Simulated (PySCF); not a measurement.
Compound: In(H2S)Cl3.
Bonds: In1–S2, In1–Cl5, In1–Cl6, In1–Cl7. Hydrogens: H3, H4 on S2.

Method used: PBE0-D3(BJ)/def2-SVP geometry optimisation, gas phase, def2 core potentials past Kr in PySCF.

(1) List the bond lengths and angles at this level.

## Answers

(1) 
```json
{"bond": "In1–S2", "length (Å)": "2.752"}
{"bond": "In1–Cl5, In1–Cl7", "length (Å)": "2.335"}
{"bond": "In1–Cl6", "length (Å)": "2.344"}
{"bond": "S2–H3, S2–H4", "length (Å)": "1.353"}
```

Bonds in one row agree within 0.01 Å and their mean is given. A selection of angles:
```json
{"angle": "S2–In1–Cl5", "degrees": "100.8"}
{"angle": "S2–In1–Cl6", "degrees": "94.3"}
{"angle": "S2–In1–Cl7", "degrees": "96.2"}
{"angle": "Cl5–In1–Cl6", "degrees": "117.5"}
{"angle": "Cl5–In1–Cl7", "degrees": "122.2"}
{"angle": "Cl6–In1–Cl7", "degrees": "115.7"}
{"angle": "In1–S2–H3", "degrees": "93.3"}
{"angle": "In1–S2–H4", "degrees": "91.6"}
{"angle": "H3–S2–H4", "degrees": "92.5"}
```

In1 (indium bonded to 3 Cl and S) has angles from 94.3° to 122.2°. S2 (sulfur bonded to In and 2 H) is pyramidal (angles 93.3°, 92.5° and 91.6°, sum 277.5°, 0.87 Å off the plane of its three neighbours).

Point group: near Cs, missed by 0.19 Å at most; the miss may be what the optimiser left on a soft mode. No frequency check.

The run took 61 s wall on an Arm Neoverse V2 with one thread, no GPU (shared host). That covers the optimisation of the geometry.
